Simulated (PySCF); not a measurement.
Compound: C2H4N2Si.
Numbering: `[CH2:1]=[N:2][SiH2:3][C:4]#[N:5]` (hydrogens: H6, H7 on C1; H8, H9 on Si3)

Structure used (PBE0-D3(BJ)/def2-SVP), in Å, numbered top down from 1:
```xyz
9
C2H4N2Si angstrom
C     -1.8535   -0.3077   -0.3759
N     -0.6956   -0.0314   -0.7968
Si     0.5577    0.7464    0.1357
C      1.9633   -0.4652    0.2446
N      2.8417   -1.2166    0.3336
H     -2.5840   -0.8005   -1.0435
H     -2.2237   -0.0880    0.6488
H      1.0540    1.9392   -0.5946
H      0.1684    1.0895    1.5383
```

Method: core-valence-separated Tamm–Dancoff BHandHLYP/aug-pcX-1 (pcseg-1 on H, def2-SVPD on Si) in PySCF, non-relativistic, gas phase, PBE0-D3(BJ)/def2-SVP geometry.

Computed carbon K-edge spectrum, Gaussian lines of 0.5 eV full width, highest printed point 100; it ends one width below the last computed root. No empirical shift is added; at this level the pattern usually sits a few eV under experiment.

```tsv
photon energy (eV)	absorption
281.9	1
282.0	2
282.1	7
282.2	18
282.3	35
282.4	55
282.5	72
282.6	82
282.7	88
282.8	94
282.9	100
283.0	98
283.1	83
283.2	58
283.3	33
283.4	15
283.5	6
283.6	2
283.7	0
283.8	0
283.9	0
284.0	0
284.1	0
284.2	0
284.3	0
284.4	0
284.5	0
284.6	0
284.7	0
284.8	0
284.9	0
285.0	0
285.1	0
285.2	0
285.3	0
285.4	1
285.5	2
285.6	3
285.7	5
285.8	6
285.9	6
286.0	5
286.1	3
286.2	2
286.3	1
286.4	0
286.5	0
286.6	1
286.7	3
286.8	6
286.9	12
287.0	19
287.1	25
287.2	29
287.3	29
287.4	25
287.5	20
287.6	16
287.7	16
287.8	21
```

Where are the maxima, and which lines make them up?

3 maxima:
- 282.9 eV: C4 (cyano carbon), 282.95 eV, f = 0.048, 1s→π*, 44 % of the height at the exact maximum; C4 (cyano carbon), 283.03 eV, f = 0.051, 43 % of the height at the exact maximum; C1 (C=N carbon), 282.55 eV, f = 0.072, 1s→π*, 13 % of the height at the exact maximum
- 285.9 eV: C4 (cyano carbon), 285.85 eV, f = 0.007, 100 % of the height at the exact maximum
- 287.2 eV: C4 (cyano carbon), 287.13 eV, f = 0.015, 40 % of the height at the exact maximum; C1 (C=N carbon), 287.42 eV, f = 0.013, 31 % of the height at the exact maximum; C4 (cyano carbon), 287.24 eV, f = 0.008, 27 % of the height at the exact maximum

Roots within 0.03 eV on the same or equivalent atoms count as one line; shares under 12 % aren't listed.

Vibrational structure and lifetime widths aren't in the curve. The ionisation threshold wasn't computed; near and above it a finite basis only mimics Rydberg series and continuum.

One conformer stands for the species.
